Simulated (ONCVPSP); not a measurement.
## u(r) = r·R(r): atom against pseudo-atom (cobalt (Co))

Columns: radius, all-electron u(r) and pseudo u(r) of the 4s shell (level -5.49 eV) of cobalt in the configuration [Ar] 3d7 4s2; PBEsol, scalar-relativistic, ONCV scheme, ONCVPSP 4.0.1.

```tsv
r (bohr)	all-electron	pseudo
0.128	0.1330	0.0143
0.255	0.0873	0.0310
0.382	-0.1308	0.0521
0.510	-0.2594	0.0793
0.638	-0.2638	0.1127
0.765	-0.1857	0.1519
0.893	-0.0672	0.1969
1.020	0.0612	0.2461
1.148	0.1848	0.2992
1.275	0.2939	0.3543
1.402	0.3864	0.4099
1.530	0.4625	0.4643
1.658	0.5224	0.5146
1.785	0.5674	0.5579
1.912	0.5998	0.5925
2.040	0.6216	0.6175
2.168	0.6340	0.6323
2.295	0.6386	0.6381
2.422	0.6367	0.6366
2.550	0.6294	0.6294
2.678	0.6177	0.6177
2.805	0.6027	0.6027
2.932	0.5849	0.5849
3.060	0.5649	0.5649
3.188	0.5433	0.5433
3.315	0.5209	0.5209
```

Problem. How many radial nodes do the two functions have?

Solution. The all-electron 4s function has n − l − 1 = 3 (the table is too coarse to show those close to the nucleus); the pseudo-wave has 0, since the states of the same l below it are removed with the core.

Problem. At about which radius was the pseudo-wave matched?

Solution. 2.55 bohr. The columns agree to 0.0005 from 2.29 bohr on; several derivatives are matched, so the curves merge somewhat inside the radius.

Problem. Where does each function peak?

Solution. Outermost all-electron maximum near 2.29 bohr, pseudo maximum near 2.29 bohr (to the table’s step).

Problem. Is the pseudo-wave norm-conserving?

Solution. Yes: the ONCV scheme keeps the norm inside the radius equal to the all-electron one, which fixes the energy derivative of the logarithmic derivative at the level.
